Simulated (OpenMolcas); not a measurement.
# neutral molybdenum: effect of the level shift or regulariser

| Property | Result |
| --- | --- |
| Program | OpenMolcas 26.06 |
| Basis | ANO-RCC-VQZP [8s7p5d3f2g1h] |
| Scalar Hamiltonian | DKH2, point nucleus |
| Active space | 6 electrons in 6 orbitals (4d 5s) |
| State averaging | 2S+1 = 7 even, 1 root; 2S+1 = 5 even, 23 roots kept (CI in the orbitals of an earlier block); 2S+1 = 3 even, 30 roots kept (CI in the orbitals of an earlier block); 2S+1 = 1 even, 1 root kept (CI in the orbitals of an earlier block, 0 in the spin-orbit step) |
| Spin-orbit coupling | RASSI with atomic mean-field integrals over the reference wave functions, term energies averaged over their components |

Methods on the same reference wave functions:
A. CASSCF
B. MS-CASPT2, IPEA 0.25 Eh, imaginary shift 0.1 Eh (closed shells correlated: 4s 4p)
C. MS-CASPT2, IPEA 0.25 Eh, imaginary shift 0.3 Eh (closed shells correlated: 4s 4p)

Energies in cm⁻¹ above 4d⁵ 5s ⁷S₃, the measured ground level; measured values from NIST Handbook of Basic Atomic Spectroscopic Data.

```
             Level      A      B      C  Measured
        4d⁵ 5s ⁷S₃    0.0    0.0    0.0       0.0
 4d⁵ 5s ⁵S₂ [67 %]  16681  10040  10520     10768
       4d⁴ 5s² ⁵D₀  20793   9580  10760     10966
       4d⁴ 5s² ⁵D₁  20872   9720  10890          
4d⁴ 5s² ⁵D₂ [57 %]  21031   9960  11150          
       4d⁴ 5s² ⁵D₃  21274  10380  11520          
       4d⁴ 5s² ⁵D₄  21634  10900  12010          
        4d⁵ 5s ⁵G₄  22755  17900  17900          
        4d⁵ 5s ⁵G₅  22755  17900  17900          
        4d⁵ 5s ⁵G₃  22755  17900  17900          
        4d⁵ 5s ⁵G₆  22755  17900  17900          
        4d⁵ 5s ⁵G₂  22755  17900  17900     16641
        4d⁵ 5s ⁵P₃  25923  19810  19790          
        4d⁵ 5s ⁵P₂  25937  19860  19840          
        4d⁵ 5s ⁵P₁  25962  20030  20030
```

Deviations, from unrounded energies. A percentage is the sum of absolute deviations over the sum of measured energies, with the sign that they share, or ± where signs differ.

```json
{"Against measurement": "mean absolute deviation (cm-1)", "Levels": "3", "A": "7300", "B": "1100", "C": "570"}
{"Against measurement": "other terms of the ground configuration (%)", "Levels": "2", "A": "+43.9", "B": "±7.3", "C": "±5.5"}
{"Against measurement": "other configurations (%)", "Levels": "1", "A": "+89.6", "B": "-12.6", "C": "-1.9"}
```

C lies closest to measurement on these levels and A furthest from it. The largest miss of C in the table is 4d⁵ 5s ⁵G₂, by +1300 cm-1. The ranking rests on the paired levels alone, and a cruder setting can come out closer through cancelling errors.

Between B and C the level of the table that moves most is 4d⁴ 5s² ⁵D₂ [57 %], by 1200 cm-1 (lowest in B, highest in C). Moves below CASPT2's spread within the term are not significant.

The mean deviations of B to C differ by less than CASPT2's widest spread within a term (870 cm-1), so their order carries little weight.

From A to B the spin-free energies of the other terms of 4d⁵ 5s shown, above ⁷S, scale by factors of 0.60 to 0.79.

The lowest spin-free term lies below A's lowest term by 0.440 hartree in B, 0.440 hartree in C.

CASPT2 breaks the degeneracy within a term, and the mean is taken; among the terms shown or strongly mixed into the levels shown the widest spread is 870 cm-1 (4d⁵ 5s ⁵G, B). Some high roots are left out of the spin-orbit mixing, which shifts the levels that they would mix with. Terms from blocks run as CI alone lack orbitals of their own. Configurations are named by rounded mean occupations; where the s occupation lies near a half they are strongly mixed, a name can repeat and a true partner stay unpaired. A single d shell beside an s shell can misplace configurations of different d count against each other. Without dynamic correlation excited terms often stand tens of per cent too high (terms of higher spin than the ground term too low), and those without a measured partner can miss by more than the paired ones (holds for A). The CASPT2 spread within a term exceeds the gap to the next term for 4d⁵ 5s ⁵S and 4d⁴ 5s² ⁵D, so the order of their levels is uncertain, and so are names and mixing where such terms share a J (holds for B). Computed and measured levels are paired by configuration, term and J; levels that our copy of the source lacks, or whose pairing is in doubt (as where it misses far off the trend of its configuration), stay unpaired and out of the deviations. Only configurations of the active space appear. Levels that lie high or do not pair safely by name in every column are left out.

A share in square brackets marks a mixed level and gives the weight of the term that names it, the lowest over the columns.
